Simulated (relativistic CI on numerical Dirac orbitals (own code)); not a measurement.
# Sensitivity of the levels of Ir²¹⁺ to α and to the nuclear radius

Computed by Dirac-Coulomb-Breit CI, orbitals from a KLI potential per configuration, derivatives by finite differences, unscaled Slater integrals, QED left out (own radial code, finite nucleus).

CI space (outside the closed core [Ar] 3d10 4p6 4d10): 4s2 4f10, 4s2 4f9 5s, 4s2 4f8 5s2, 4s 4f11, 4f12. Levels of other configurations are missing.

With x = (α/α₀)² − 1 an excitation energy changes as ω = ω₀ + qx; K = 2q/ω₀ is the relative enhancement. Terms are leading LS components, so labels can repeat. The field-shift factor is F = δν/δ⟨r²⟩ for the transition from the lowest level.

Lowest level 4s2 4f10 5I_8.

```csv
Level,ω₀ (cm⁻¹),q (cm⁻¹),F (GHz/fm²)
4s2 4f10 5I_7,21276.6,22820,1.26
4s2 4f10 5I_6,32116.8,24680,1.48
4s2 4f10 3G_5,34200.3,3439,0.54
4s2 4f10 3P_2,43029.3,-2374,0.369
4s2 4f10 5I_5,44246.3,29740,1.84
4s2 4f10 5I_4,46292.3,30310,1.89
4s2 4f10 3K_8,49413.4,14640,1.23
4s2 4f10 5F_4,51594.9,14270,1.26
4s2 4f10 5G_6,57133.1,14660,1.37
4s2 4f10 5S_2,58221.8,21190,1.62
4s2 4f10 5F_3,59905.8,24780,1.81
4s2 4f10 5F_1,62903.9,23260,1.75
4s2 4f10 5F_5,64166.8,25080,1.86
```

At this charge energies of transitions that change n are usually good to better than 1 %, and those within a shell (Δn = 0) to a few per cent. Terms inside the open d or f shell come out 10 to 20 % too wide with unscaled integrals.

**Question.** Which transition from the lowest level has the largest |K|?

**Answer.** 4s2 4f10 5I_7 at 21276.6 cm⁻¹, K = 2.15.
